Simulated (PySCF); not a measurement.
NICS in isomers of C7H9N.

Probes without a nucleus sit at each ring's centroid and 1 Å off its mean plane on both sides; NICS is minus the shielding there, NICSzz its component along the normal. Level: GIAO PBE0/pcSseg-1 (PySCF, non-relativistic, gas phase) on the GFN2-xTB geometries, one conformer each. Atom numbers follow the mapped SMILES.

Problem. Order these rings by mean NICS(1)zz, lowest (most negative) first (ppm).
A. ring C3–C4–C5–N6–C7–C8 in `[CH3:1][CH2:2][c:3]1[cH:4][cH:5][n:6][cH:7][cH:8]1`
B. ring N4–C5–C6–C7–C8 in `[CH2:1]=[C:2]([CH3:3])[n:4]1[cH:5][cH:6][cH:7][cH:8]1`
C. ring C2–C3–C4–C5–C6 in `[CH3:1][C@H:2]1[CH2:3][CH2:4][CH:5]=[C:6]1[C:7]#[N:8]`

Solution. A (-28.3), B (-25.9), C (-2.8).

```tsv
SMILES	ring	NICS(0)	NICS(1)	NICS(1)zz	HOMA	rms pucker (Å)	ring atoms with four or more neighbours
CCc1ccncc1	6-membered ring with N; formal bonds all aromatic	-7.6	-11.3	-28.3	0.99	0.00	0
C=C(C)n1cccc1	5-membered ring with N; formal bonds all aromatic	-11.7	-10.0	-25.9	0.86	0.00	0
C[C@H]1CCC=C1C#N	5-membered carbocycle; formal bonds 1 double, 4 single	-3.3	-3.2	-2.8	–	0.09	3
```

NICS(0) gives another order. The isotropic NICS(1) gives the same order. HOMA uses Krygowski's 1993 parameters; it is left out where a ring has a four-coordinate atom, a triple bond, no multiple bond or a kind of bond without parameters. NICS(1) and NICS(1)zz are means over the two faces.
